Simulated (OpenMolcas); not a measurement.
**Co2+: effect of the active space**

```json
{"Program": "OpenMolcas", "Method": "MS-CASPT2 or its RAS form, IPEA 0.25 Eh, imaginary shift 0.1 Eh", "Basis": "ANO-RCC-VDZP", "Scalar Hamiltonian": "DKH2, point nucleus", "Spin-orbit coupling": "RASSI with atomic mean-field integrals over the reference wave functions, term energies averaged over their components"}
```

A. 7 electrons in 5 orbitals (3d); 2S+1 = 4 even, 10 roots; 2S+1 = 2 even, 40 roots; closed shells correlated: 3s 3p; CASPT2 step of the order of 5 core-seconds
B. 7 electrons in 6 orbitals (3d 4s); 2S+1 = 6 even, 5 roots; 2S+1 = 4 even, 50 roots; 2S+1 = 2 even, 103 roots; closed shells correlated: 3s 3p; CASPT2 step roughly 25 core-seconds
C. 7 electrons in 9 orbitals (RAS2 3d 4s; RAS3 4p, at most 2 electrons); 2S+1 = 4 even, 60 roots; 2S+1 = 6 even, 5 roots kept (CI in the orbitals of an earlier block); 2S+1 = 2 even, 83 roots kept (CI in the orbitals of an earlier block); 2S+1 = 4 odd, 78 roots (48 in the spin-orbit step); 2S+1 = 6 odd, 15 roots kept (CI in the orbitals of an earlier block); 2S+1 = 2 odd, 27 roots kept (CI in the orbitals of an earlier block, 9 in the spin-orbit step); closed shells correlated: 3s 3p; CASPT2 step roughly 7 core-minutes

Energies in eV above 3d⁷ ⁴F_9/2, the measured ground level; measured values from Sugar and Corliss, J. Phys. Chem. Ref. Data 10, 1097 (1981).

```json
{"Level": "3d⁷ ⁴F_9/2", "A": "0.0000", "B": "0.0000", "C": "0.0000", "Measured": "0.0000"}
{"Level": "3d⁷ ⁴F_7/2", "A": "0.1065", "B": "0.1166", "C": "0.1171", "Measured": "0.1043"}
{"Level": "3d⁷ ⁴F_5/2", "A": "0.1844", "B": "0.2013", "C": "0.2021", "Measured": "0.1799"}
{"Level": "3d⁷ ⁴F_3/2", "A": "0.2377", "B": "0.259", "C": "0.260", "Measured": "0.2315"}
{"Level": "3d⁷ ⁴P_5/2", "A": "2.042", "B": "2.004", "C": "1.980", "Measured": "1.8848"}
{"Level": "3d⁷ ⁴P_3/2", "A": "2.063", "B": "2.012", "C": "1.998", "Measured": "1.9129"}
{"Level": "3d⁷ ²G_9/2", "A": "2.101", "B": "2.032", "C": "2.110", "Measured": "2.1050"}
{"Level": "3d⁷ ⁴P_1/2", "A": "2.123", "B": "2.086", "C": "2.067", "Measured": "1.9604"}
{"Level": "3d⁷ ²G_7/2", "A": "2.200", "B": "2.139", "C": "2.221", "Measured": "2.2027"}
{"Level": "3d⁷ ²P_3/2", "A": "2.505", "B": "2.397", "C": "2.443", "Measured": "2.5038"}
{"Level": "3d⁷ ²P_1/2", "A": "2.588", "B": "2.477", "C": "2.533", "Measured": ""}
{"Level": "3d⁷ ²D_5/2(1)", "A": "2.886", "B": "2.796", "C": "2.847", "Measured": "2.8589"}
{"Level": "3d⁷ ²H_11/2", "A": "2.933", "B": "2.848", "C": "2.917", "Measured": "2.8170"}
{"Level": "3d⁷ ²H_9/2", "A": "3.021", "B": "2.944", "C": "3.016", "Measured": "2.9055"}
{"Level": "3d⁷ ²D_3/2(1)", "A": "3.037", "B": "2.951", "C": "3.009", "Measured": "3.0050"}
{"Level": "3d⁷ ²F_5/2", "A": "4.808", "B": "4.674", "C": "4.700", "Measured": "4.5900"}
{"Level": "3d⁷ ²F_7/2", "A": "4.852", "B": "4.723", "C": "4.750", "Measured": "4.6267"}
{"Level": "3d⁷ ²D_3/2(2)", "A": "7.491", "B": "7.275", "C": "7.222", "Measured": ""}
{"Level": "3d⁷ ²D_5/2(2)", "A": "7.549", "B": "7.331", "C": "7.280", "Measured": ""}
```

Deviations, from unrounded energies. A percentage is the sum of absolute deviations over the sum of measured energies, with the sign that they share, or ± where signs differ.

```
                        Against measurement  Levels     A      B      C
             mean absolute deviation (cm-1)      15   660    550    480
      fine structure of the ground term (%)       3  +2.5  +11.8  +12.3
other terms of the ground configuration (%)      12  ±3.6   ±2.9   ±2.5
```

C lies closest to measurement on these levels and A furthest from it. The largest miss of C in the table is 3d⁷ ²F_7/2, by +1000 cm-1. The ranking rests on the paired levels alone, and a cruder setting can come out closer through cancelling errors.

The two smallest mean deviations differ by little beside CASPT2's spread within terms, so their order carries little weight.

Among A to C the level of the table that moves most is 3d⁷ ²D_3/2(2), by 2200 cm-1 (lowest in C, highest in A). Moves below CASPT2's spread within the term are not significant.

Term energies are means over components that CASPT2 splits; among the terms shown or strongly mixed into the levels shown the widest spread is 2800 cm-1 (3d⁷ ⁴F, C). Over all roots computed the reference weight is 0.90 to 0.95 in C; the roots of lowest weight are the least certain, and an intruder state may touch them. Some levels mix across a computed gap that differs much from the measured one, so their mixing is not that of the real levels (holds for A; B). The CASPT2 spread within a term exceeds the gap to the next term for 3d⁷ ²D(1) and 3d⁷ ²H, so the order of their levels is uncertain (holds for A). Blocks of more than 70 roots (2S+1 = 2 even) ran without multistate coupling (holds for B; C). Some high roots are left out of the spin-orbit mixing, which shifts the levels that they would mix with (holds for C). Terms from blocks run as CI alone lack orbitals of their own (holds for C). Computed and measured levels are paired by configuration, term and J; levels that our copy of the source lacks, or whose pairing is in doubt (as where it misses far off the trend of its configuration), stay unpaired and out of the deviations. Only configurations of the active space appear. Levels that lie high or do not pair safely by name in every column are left out.

A number in round brackets counts repeated terms of one configuration in the order of the reference energies.
